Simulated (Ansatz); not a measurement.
One change: `[F][AlH][NH][SiH3]` becomes `N=C[NH][AlH][F]`.

Ansatz, PBE0-D4/def2-TZVP geometries, multiplicity 1. Each molecule was computed in one conformer, which needn't be the lowest.

| property | `[F][AlH][NH][SiH3]` |
| --- | --- |
| HOMO–LUMO gap (ωB97M-V/def2-TZVPP) / eV | 11.31 |
| size of the dipole moment (ωB97M-V/def2-TZVPP) / D | 0.96 |
| LUMO energy (PBE/def2-TZVPP) / eV | -1.24 |
| LUMO energy (ωB97M-V/def2-TZVPP) / eV | 1.07 |
| LUMO energy (PBE0/def2-TZVPP) / eV | -0.47 |
| HOMO–LUMO gap (PBE/def2-TZVPP) / eV | 5.38 |

What does the change do to each property? (An estimate is asked.)

The calculation gave: 
```tsv
property	`N=C[NH][AlH][F]`	shift
HOMO–LUMO gap (ωB97M-V/def2-TZVPP) / eV	10.22	-1.09
size of the dipole moment (ωB97M-V/def2-TZVPP) / D	3.97	3.01
LUMO energy (PBE/def2-TZVPP) / eV	-1.87	-0.63
LUMO energy (ωB97M-V/def2-TZVPP) / eV	0.56	-0.51
LUMO energy (PBE0/def2-TZVPP) / eV	-1.07	-0.60
HOMO–LUMO gap (PBE/def2-TZVPP) / eV	4.25	-1.13
```

With PBE0 the HOMO rises by 0.52 eV and the LUMO falls by 0.60 eV, so the gap narrows by about 1.12 eV. PBE moves the HOMO by 0.51 eV and ωB97M-V by 0.58 eV. Dipoles are sizes alone; their direction can turn.
